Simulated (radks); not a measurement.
The numbers below are computed, except where a source is named.
Species: Sb. Configuration: [Kr] 4d10 5s2 5p1 6s2 (not the ground configuration). Level of theory: scalar-relativistic Kohn-Sham, PBEsol, spin-polarised, spherical densities, finite nucleus; open shells are filled with parallel spins first (spin-orbit coupling, left out, can overturn this in heavy ions); Fermi nuclear charge, rms radius 4.6802 fm (a radial shooting solver on a logarithmic mesh with Libxc functionals).

Local quantities along the radius. ELF = 1/(1 + alpha^2) is the electron localisation function; alpha = (tau - tau_W)/tau_unif compares the Pauli kinetic energy density with that of the uniform gas (summed over spins). tau is taken from the large components.

```
   r/bohr * ELF (the largest magnitude, 1, reaches the edge; | marks zero)
 0.001349 |                                                      *
 0.001843 |                                                      *
 0.002518 |                                                      *
  0.00344 |                                                      *
   0.0047 |                                                      *
 0.006421 |                                                      *
 0.008772 |                                                      *
  0.01198 |                                                     *
  0.01637 |                                                    *
  0.02237 |                                              *
   0.0308 |                            *
  0.04208 |                *
  0.05749 |                         *
  0.07853 |                                       *
   0.1073 |                                     *
   0.1466 |                   *
   0.2002 |                       *
   0.2736 |                                        *
   0.3737 |                                 *
   0.5106 |         *
   0.6975 |                                   *
   0.9529 |                                       *
    1.302 |                       *
    1.779 |               *
     2.43 |                     *
    3.319 |  *
    4.535 |                  *
    6.195 |                                                     *
    8.464 |                                                      *
    11.56 |                                                      *
     15.8 |                                                      *
```

On this mesh the ELF has minima near r = 0.042, 0.17, 0.51, 1.8, 3.3 bohr, which separate the shells, and maxima near 0.091 (0.75), 0.32 (0.76), 0.82 (0.76), 2.4 (0.39).
